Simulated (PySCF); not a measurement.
# MoOBr: from structure and modes to constants

All numbers come from PySCF, UPBE0, basis Mo def2-TZVP with ECP28, O def2-TZVP, Br def2-TZVP (scalar-relativistic core potentials, no spin–orbit coupling, density fitting).

The quartet minimum has Cs symmetry. Masses (u): Mo 97.90541, O 15.99492, Br 78.91834.

```xyz
3
charge 0 multiplicity 4, angstrom
Mo   -0.7680    0.0000   -0.4699
O    -2.3464    0.0000    0.0579
Br    1.4283    0.0000    0.5709
```

Harmonic wavenumbers (cm⁻¹): 131.1 (a', ×1), 285.3 (a', ×1), 1030.7 (a', ×1).

(1) Find the principal moments of inertia and the rotational constants. What kind of rotor is it?

(2) Find the vibrational entropy and heat capacity at 298.15 K.

Answers

(1) About the centre of mass I = 14.829, 339.37, 354.2 u Å². With B = 16.8576/I this gives 1.137, 0.04967, 0.04759 cm⁻¹. The molecule is an asymmetric top with κ = -1.00.

(2) With u = 1.43878 ω/T, each mode gives S = R[u/(eᵘ−1) − ln(1−e⁻ᵘ)] and C = R u² eᵘ/(eᵘ−1)².
| ω (cm⁻¹) | u | S (J/(mol K)) | C (J/(mol K)) |
| --- | --- | --- | --- |
| 131.1 | 0.633 | 12.26 | 8.04 |
| 285.3 | 1.377 | 6.28 | 7.12 |
| 1030.7 | 4.974 | 0.35 | 1.44 |
The sums over all modes are S = 18.9 and C = 16.6 J/(mol K); the softest mode gives 65 % of the entropy.

Only a few start shapes were tried, so a lower isomer may exist. Other spin states or occupations of the open shell can lie lower.
